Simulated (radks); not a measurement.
Question: These are the eigenvalues of the occupied orbitals of an atom or ion with whole-number occupations (eV). Method: Dirac Kohn-Sham, PBE, spin-unpolarised, spherical densities, point nucleus; computed with a radial shooting solver on a logarithmic mesh with Libxc functionals.

orbital  eigenvalue
1s1/2     -87080.85
2s1/2     -16806.09
2p1/2     -16192.48
2p3/2     -14127.29
3s1/2     -5205.329
3p1/2     -4933.177
3p3/2     -4466.254
3d3/2     -4023.498
3d5/2     -3923.663
4s1/2     -2221.296
4p1/2     -2102.801
4p3/2     -1962.286
4d3/2     -1772.691
4d5/2     -1743.447
6s1/2     -768.5358

Which element is it, and in what charge state? The configuration may be excited. Open shells, if any, are shared by 2j + 1.

Answer: Z = 81, thallium, charge +37: Tl37+ in [Kr] 4d7 6s1. The list shows which subshells hold electrons but not how many an open one holds; the 1s level, -3200.2 hartree, gives Z - s = 80.0 by -(Z - s)^2/2, which with screening and relativity narrows Z to a few neighbours, and the depths of the outer levels then fix element, charge and occupations together.
